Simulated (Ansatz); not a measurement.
Consider the redistribution: `[OH][AlH][SiH3]` + `[SiH3][CH2][InH2]` → `[SiH3][CH2][AlH][SiH3]` + `[OH][InH2]`.

Isolated molecules relaxed with PBE0-D4/def2-TZVP in Ansatz; ΔE leaves out vibrations. CCSD(T)/CBS adds triple-zeta CCSD(T) − MP2 to the extrapolated MP2 energy (def2 sets, frozen cores). Functionals use def2-TZVPP. def2 core potentials past Kr. For In outer-core shells are correlated without core-valence functions, which leaves a few kJ/mol of doubt a bond. One conformer a species, not always the lowest.

`[OH][AlH][SiH3]`:

Cartesian coordinates in Å:
```
O -0.797 1.742 -1.051
Al 0.184 0.360 -0.950
Si 0.103 -0.869 1.165
H -0.846 2.292 -1.832
H 1.069 -0.048 -2.206
H 1.476 -1.074 1.710
H -0.483 -2.226 0.957
H -0.706 -0.177 2.206
```

`[SiH3][CH2][InH2]`:

Z-matrix (Å, degrees):
```
Si
C 1 1.860
H 1 1.491 2 110.4
H 1 1.490 2 113.1 3 120.7
H 1 1.491 2 110.4 3 -118.5
In 2 2.161 1 112.9 3 59.1
H 2 1.093 1 109.3 3 179.8
H 2 1.094 1 109.3 3 -61.5
H 6 1.726 2 119.1 1 -89.8
H 6 1.726 2 119.1 1 90.2
```

`[SiH3][CH2][AlH][SiH3]`:

Z-matrix (Å, degrees):
```
Si
C 1 1.863
H 1 1.490 2 113.0
H 1 1.489 2 110.1 3 120.6
H 1 1.489 2 110.1 3 -120.6
Al 2 1.958 1 114.8 3 179.9
H 2 1.098 1 109.9 3 -58.2
H 2 1.098 1 110.0 3 57.6
Si 6 2.459 2 118.8 1 -178.9
H 6 1.591 2 119.8 1 1.1
H 9 1.493 6 110.6 2 59.2
H 9 1.493 6 110.6 2 -58.5
H 9 1.490 6 114.0 2 -179.7
```

`[OH][InH2]`:

Z-matrix (Å, degrees):
```
In
O 1 1.991
H 1 1.715 2 114.8
H 1 1.705 2 111.5 3 -180.0
H 2 0.959 1 113.4 3 0.0
```

```tsv
level	ΔE (kJ/mol)	difference from CCSD(T)/CBS
PBE-D4	73.3	-10.0
r2SCAN-D4	78.7	-4.6
PBE0-D4	79.5	-3.8
ωB97M-V	83.0	-0.3
PBE	73.7	-9.6
r2SCAN	79.1	-4.2
PBE0	80.0	-3.3
HF/def2-TZVPP	90.8	7.5
MP2/def2-TZVPP	91.0	7.7
CCSD/def2-TZVPP	89.0	5.7
CCSD(T)/CBS	83.3	0
```

Largest T1 diagnostic among the species: 0.017.

From PBE to PBE0 (25 % exact exchange), in def2-TZVPP and without D4, ΔE moves by +6.3 kJ/mol.
